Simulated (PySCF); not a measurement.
CH₁₂OSi₄.
Geometry (GFN2-xTB, Å), atoms numbered from 1 in this order:
```
atom  x, y, z in Å
O1    -1.811   -0.044    1.841
Si2   -1.066   -1.068    0.817
C3     0.151    0.015   -0.152
Si4   -0.803    1.378   -1.081
Si5    1.382    0.832    1.051
Si6    1.076   -1.097   -1.385
H7    -2.478   -0.356    2.446
H8    -0.392   -2.124    1.585
H9    -2.065   -1.708   -0.049
H10    0.128    2.171   -1.895
H11   -1.802    0.782   -1.979
H12   -1.491    2.285   -0.160
H13    0.710    1.736    1.988
H14    2.375    1.608    0.297
H15    2.096   -0.193    1.826
H16    0.137   -1.741   -2.310
H17    1.808   -2.156   -0.682
H18    2.035   -0.313   -2.169
```

The calculation used TDDFT CAM-B3LYP/def2-SVPD, vertical, gas phase, core orbitals frozen in the response (PySCF).

Transition dipole moments from the ground state, in atomic units and in the frame of the coordinates above (overall signs are arbitrary), for the states with f of 0.002 or more among the lowest 7:

| state | E (eV) | μx | μy | μz |
| --- | --- | --- | --- | --- |
| S2 | 7.397 | -0.164 | -0.240 | 0.107 |
| S4 | 7.715 | -0.025 | -0.236 | -0.035 |
| S5 | 7.970 | 0.252 | 0.112 | -0.235 |
| S6 | 7.982 | -0.337 | 0.083 | -0.325 |
| S7 | 8.139 | -0.130 | 0.387 | 0.233 |

Task: What oscillator strength does each state have?

Result: f = (2/3) ΔE |μ|² with ΔE in hartree (27.2114 eV).

```tsv
state	|μ|² (au)	|μ| (D)	f
S2	0.096	0.79	0.017
S4	0.058	0.61	0.011
S5	0.131	0.92	0.026
S6	0.226	1.21	0.044
S7	0.220	1.19	0.044
```

Task: Label these states by symmetry in Cs.

Result: From a totally symmetric ground state, an allowed state transforms like the component of the dipole operator along its μ. Polarised normal to the mirror plane, so A″: S6. Polarised in the mirror plane, so A′: S2, S4, S5 and S7.

Task: What angle do the transition dipoles of S4 and S7 make?

Result: |cos θ| = |μa·μb| / (|μa| |μb|) = 0.85, so θ ≈ 31° (taken between 0 and 90°, since the signs are arbitrary).

Task: How is the summed strength of these states shared among x, y and z?

Result: (2/3) Σ ΔE μα² gives 0.043 for x, 0.055 for y and 0.045 for z, 0.142 in all.

One conformer stands for the species.

Without π bonds the low states may be Rydberg-like; a valence basis with one diffuse set may place them up to an eV too high.
